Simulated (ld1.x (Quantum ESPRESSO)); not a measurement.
# Scattering properties, TM potential for Cu

- Element: Cu (Z = 29)
- Generator: ld1.x (Quantum ESPRESSO) 7.5
- Type: norm-conserving Troullier–Martins (Kleinman–Bylander form)
- Functional: LDA (PZ)
- Relativity: scalar-relativistic
- Frozen core: [Ne]
- Valence charge: 19
- Reference configuration: 3s2 3p6 3d10 4s1 4p0
- Partial waves: 3s (bound): rc 1.24 bohr; 3p (bound): rc 0.95 bohr; 3d (bound): rc 0.90 bohr
- Local potential: all-electron potential smoothed inside 0.95 bohr (lloc = -2)
- Core correction: none

Occupied shells without a wave of their own: 4s. They enter only through the test configuration that unscreens the potential.

The phase is arctan(r·u′/u) with u = r·R(r), unwrapped; energies in Ry, scanned from -10 to 5 Ry. A pole is an energy at which the radial function vanishes at the test radius. The pseudo phase is shifted by a multiple of π to meet the all-electron one at the reference energy, and phase errors are pseudo minus all-electron; the curves can meet again beyond the range given. Levels narrower than the energy grid can be missing from the lists of poles.

```json
{"channel": "s", "radius (bohr)": "1.35", "reference energy (Ry)": "-8.39", "poles, all-electron": "-7.67", "poles, pseudo": "-7.66", "unbroken range about the reference energy with phases within 0.05 rad": "below -0.1", "phase error 1 Ry above the reference energy (rad)": "+0.003"}
{"channel": "p", "radius (bohr)": "1.35", "reference energy (Ry)": "-5.29", "poles, all-electron": "-4.33", "poles, pseudo": "-4.33", "unbroken range about the reference energy with phases within 0.05 rad": "the whole range", "phase error 1 Ry above the reference energy (rad)": "+0.000"}
{"channel": "d", "radius (bohr)": "1.35", "reference energy (Ry)": "-0.39", "poles, all-electron": "1.11", "poles, pseudo": "1.13", "unbroken range about the reference energy with phases within 0.05 rad": "the whole range", "phase error 1 Ry above the reference energy (rad)": "+0.002"}
```

The potential misses its own reference levels by up to 0.4 eV.

Phases in the s channel:

```csv
E (Ry),all-electron,pseudo
-10.00,1.071,1.079
-9.76,0.994,1.002
-9.52,0.865,0.876
-9.28,0.622,0.636
-9.04,0.117,0.134
-8.80,-0.619,-0.613
-8.56,-1.099,-1.099
-8.32,-1.331,-1.331
-8.08,-1.455,-1.455
-7.84,-1.532,-1.530
-7.60,-1.583,-1.581
-7.36,-1.621,-1.618
-7.12,-1.649,-1.646
-6.88,-1.673,-1.669
-6.64,-1.692,-1.688
-6.40,-1.708,-1.704
-6.16,-1.723,-1.718
-5.92,-1.736,-1.730
-5.68,-1.748,-1.741
-5.44,-1.759,-1.752
-5.20,-1.769,-1.762
-4.96,-1.779,-1.771
-4.72,-1.789,-1.780
-4.48,-1.798,-1.788
-4.24,-1.807,-1.797
-4.00,-1.817,-1.805
-3.76,-1.826,-1.813
-3.52,-1.835,-1.821
-3.28,-1.845,-1.830
-3.04,-1.854,-1.838
-2.80,-1.864,-1.847
-2.56,-1.874,-1.855
-2.32,-1.885,-1.864
-2.08,-1.896,-1.874
-1.84,-1.908,-1.883
-1.60,-1.920,-1.893
-1.36,-1.933,-1.904
-1.12,-1.947,-1.915
-0.88,-1.962,-1.926
-0.64,-1.977,-1.938
-0.40,-1.994,-1.951
-0.16,-2.013,-1.965
0.08,-2.033,-1.979
0.32,-2.054,-1.995
0.56,-2.078,-2.012
0.80,-2.104,-2.030
1.04,-2.133,-2.049
1.28,-2.165,-2.071
1.52,-2.201,-2.094
1.76,-2.242,-2.119
2.00,-2.287,-2.147
2.24,-2.339,-2.177
2.48,-2.397,-2.211
2.72,-2.464,-2.249
2.96,-2.540,-2.291
3.20,-2.627,-2.338
3.44,-2.725,-2.392
3.68,-2.835,-2.451
3.92,-2.955,-2.518
4.16,-3.084,-2.594
4.40,-3.218,-2.679
4.64,-3.353,-2.773
4.88,-3.483,-2.877
```
